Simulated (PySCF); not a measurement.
Isomers of [C6H8F]+ (charge +1), one GFN2-xTB conformer each. Single-point energies are computed at PBE0/pcSseg-1 (PySCF, gas phase, no added dispersion term), electronic only.

**Question.** Rank them by PBE0/pcSseg-1 energy, lowest first (kcal/mol).
A. `[CH2:1]=[CH:2][C:3](=[CH2:4])[CH+:5][CH2:6][F:7]` (charge +1) with C1–C2–C3–C4 -153°, C2–C3–C5–C6 3°, C3–C5–C6–F7 166°
B. `[CH:1]#[C:2][C+:3]([CH3:4])[CH2:5][CH2:6][F:7]` (charge +1) with C2–C3–C5–C6 -89°, C3–C5–C6–F7 -62°
C. `[CH3:1][c+:2]1[cH:3][c:4]1[C@H:5]([CH3:6])[F:7]` (charge +1) with C3–C4–C5–C6 -57°

**Answer.** C (0.0), A (22.2), B (25.7).

As drawn, the lowest has a three-membered ring, which the highest lacks. Neighbours under 5.0 kcal/mol apart (C=CC(=C)[CH+]CF and C#C[C+](C)CCF) can change places with a better method, another conformer or zero-point energy. GFN2-xTB itself gives, in the same order: 0.0, 17.8, 4.1. Both levels put the same isomer lowest; measured from each level's own lowest isomer, the values differ by up to 21.6 kcal/mol (C#C[C+](C)CCF: 4.1 against 25.7).

**Question.** Which frontier levels and rotational constants go with these structures?

**Answer.** 
| SMILES | HOMO (eV, PBE0/pcSseg-1) | LUMO (eV) | A, B, C (MHz) |
| --- | --- | --- | --- |
| C[c+]1cc1[C@H](C)F | -14.31 | -6.78 | 4666, 1781, 1414 |
| C=CC(=C)[CH+]CF | -12.63 | -9.50 | 3908, 1730, 1225 |
| C#C[C+](C)CCF | -14.01 | -9.17 | 4330, 1728, 1482 |

**Question.** As an exercise, what shares would exp(−E/RT) give at 2000 K from these electronic energies alone (no entropy, no degeneracies)?

**Answer.** RT = 3.974 kcal/mol: C[c+]1cc1[C@H](C)F 99.5 %, C=CC(=C)[CH+]CF 0.4 %, C#C[C+](C)CCF 0.2 %.
